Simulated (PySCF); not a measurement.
HF, SMILES F.

The structure is a stationary point at PBE0-D3(BJ)/def2-TZVPD.

Level of theory: TDDFT-M06-2X/def2-TZVPD run with PySCF.

Vertical excitations; the highest root listed may be one member of a degenerate set. Gas-phase values at a fixed geometry.

```json
[
 {"state": "S1", "energy (eV)": "10.32", "λ (nm)": "120", "f": "0.028", "main pairs": "HOMO−1→LUMO (degenerate set)"},
 {"state": "S2", "energy (eV)": "10.32", "λ (nm)": "120", "f": "0.028", "main pairs": "HOMO→LUMO (degenerate set)"},
 {"state": "S3", "energy (eV)": "13.35", "λ (nm)": "93", "f": "0.000", "main pairs": "HOMO−1→LUMO+2 49 %, HOMO→LUMO+1 49 %"},
 {"state": "S4", "energy (eV)": "13.44", "λ (nm)": "92", "f": "0.000", "main pairs": "HOMO→LUMO+1, HOMO−1→LUMO+2 (degenerate set)"},
 {"state": "S5", "energy (eV)": "13.44", "λ (nm)": "92", "f": "0.000", "main pairs": "HOMO−1→LUMO+1, HOMO→LUMO+2 (degenerate set)"},
 {"state": "S6", "energy (eV)": "13.54", "λ (nm)": "92", "f": "0.025", "main pairs": "HOMO−1→LUMO+3 (degenerate set)"},
 {"state": "S7", "energy (eV)": "13.54", "λ (nm)": "92", "f": "0.025", "main pairs": "HOMO→LUMO+3 (degenerate set)"},
 {"state": "S8", "energy (eV)": "13.78", "λ (nm)": "90", "f": "0.077", "main pairs": "HOMO−2→LUMO 44 %, HOMO→LUMO+2 26 %, HOMO−1→LUMO+1 26 %"},
 {"state": "S9", "energy (eV)": "14.88", "λ (nm)": "83", "f": "0.077", "main pairs": "HOMO−2→LUMO 46 %, HOMO→LUMO+2 23 %, HOMO−1→LUMO+1 23 %"},
 {"state": "S10", "energy (eV)": "16.05", "λ (nm)": "77", "f": "0.062", "main pairs": "HOMO−1→LUMO+6 78 %, HOMO−1→LUMO+7 14 %"},
 {"state": "T1", "energy (eV)": "9.93", "λ (nm)": "125", "f": "0", "main pairs": "HOMO→LUMO (degenerate set)"},
 {"state": "T2", "energy (eV)": "9.93", "λ (nm)": "125", "f": "0", "main pairs": "HOMO−1→LUMO (degenerate set)"},
 {"state": "T3", "energy (eV)": "13.13", "λ (nm)": "94", "f": "0", "main pairs": "HOMO−2→LUMO 86 %"},
 {"state": "T4", "energy (eV)": "13.36", "λ (nm)": "93", "f": "0", "main pairs": "HOMO−1→LUMO+2 49 %, HOMO→LUMO+1 49 %"}
]
```
Triplets are in the Tamm–Dancoff approximation, which puts them higher than full response would, so one can lie above its singlet here.
